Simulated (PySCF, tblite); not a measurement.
Isomers of C6H11OP. Level: GFN2-xTB in tblite, geometry and Hessian alike; calculated harmonic values, unscaled, isolated species. The method is semi-empirical: single wavenumbers can be off by several per cent or more. Modes of hydrogen on phosphorus can be 10 to 20 % off. One conformer each.

Electronic energies: PBE0/pcSseg-1 single points on the GFN2-xTB geometries (PySCF, gas phase).

| SMILES | electronic energy, lowest = 0 (kJ/mol) |
| --- | --- |
| O=[P@]12CC[C@H](CC1)C2 | 0.0 |
| C=[P@]1(C)C(C)=C1OC | 456.5 |
| C=C[C@@H]1[C@@H](C)C[P@H]1=O | 164.7 |

Task: How do GFN2-xTB zero-point energies change the relative energies?

Result: 
```json
{"SMILES": "O=[P@]12CC[C@H](CC1)C2", "ZPE (kJ/mol)": "421.7", "of it from modes above 1550 cm⁻¹": "196.1", "electronic (kJ/mol)": "0.0", "with ZPE, lowest = 0 (kJ/mol)": "0.0", "lowest mode (cm⁻¹)": "108", "rings": "2"}
{"SMILES": "C=C[C@@H]1[C@@H](C)C[P@H]1=O", "ZPE (kJ/mol)": "405.6", "of it from modes above 1550 cm⁻¹": "204.0", "electronic (kJ/mol)": "164.7", "with ZPE, lowest = 0 (kJ/mol)": "148.6", "lowest mode (cm⁻¹)": "77", "rings": "1"}
{"SMILES": "C=[P@]1(C)C(C)=C1OC", "ZPE (kJ/mol)": "392.3", "of it from modes above 1550 cm⁻¹": "207.4", "electronic (kJ/mol)": "456.5", "with ZPE, lowest = 0 (kJ/mol)": "427.1", "lowest mode (cm⁻¹)": "72", "rings": "1"}
```

The zero-point energies span 29.4 kJ/mol, from `C=[P@]1(C)C(C)=C1OC` to `O=[P@]12CC[C@H](CC1)C2`. The order is unchanged.

Task: And how do the electronic energies of GFN2-xTB itself compare?

Result: `O=[P@]12CC[C@H](CC1)C2` 0.0; `C=C[C@@H]1[C@@H](C)C[P@H]1=O` 167.0; `C=[P@]1(C)C(C)=C1OC` 568.3 kJ/mol, lowest = 0. Against the energies above, taken from the same isomer `O=[P@]12CC[C@H](CC1)C2`, the largest difference is 111.8 kJ/mol.

Task: What do entropy and thermal enthalpy add at 298.15 K and 1 bar (rigid rotor, harmonic oscillator, one conformer each)?

Result: 
| SMILES | point group | symmetry number | S (J/(mol K)) | H − H(0) (kJ/mol) | ZPE + H − H(0) − TS (kJ/mol) |
| --- | --- | --- | --- | --- | --- |
| O=[P@]12CC[C@H](CC1)C2 | Cs | 1 | 350.5 | 21.81 | 339.0 |
| C=C[C@@H]1[C@@H](C)C[P@H]1=O | C1 | 1 | 390.3 | 26.66 | 315.9 |
| C=[P@]1(C)C(C)=C1OC | C1 | 1 | 444.3 | 33.46 | 293.3 |
